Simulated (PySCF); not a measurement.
## GeBi and its ions

PBE; PySCF, scalar-relativistic core potentials, basis sets Ge def2-SVP, Bi def2-SVP with ECP60. Neutral (UKS): doublet (π ↑), Re = 2.559 Å, ωe = 241 cm⁻¹, De = 2.76 eV, HOMO -4.86 eV, LUMO -4.80 eV.

GeBi⁺ (UKS): triplet (π ↑↑), Re = 2.716 Å, ωe = 201 cm⁻¹. The energies at the minima are -2291.07362 hartree for GeBi and -2290.79709 for GeBi⁺.

Question: Work out the adiabatic ionisation energy, without and with harmonic zero-point energies (1 hartree = 27.2114 eV, 1 eV = 8065.5 cm⁻¹), and the change of the bond length.

Answer: At PBE: 0.27653 hartree = 7.525 eV between the minima; the zero-point term (201.0 − 241.0)/2 cm⁻¹ = -0.002 eV makes it 7.522 eV. Re changes by +15.7 pm against the neutral. The electron leaves a π orbital, and the longer bond of the ion fits a bonding orbital, or a change in how ionic the bond is.

Spin–orbit coupling is left out, which matters for elements this heavy, above all for dissociation energies. States were picked by a PBE0 search and need not be the measured ground states.
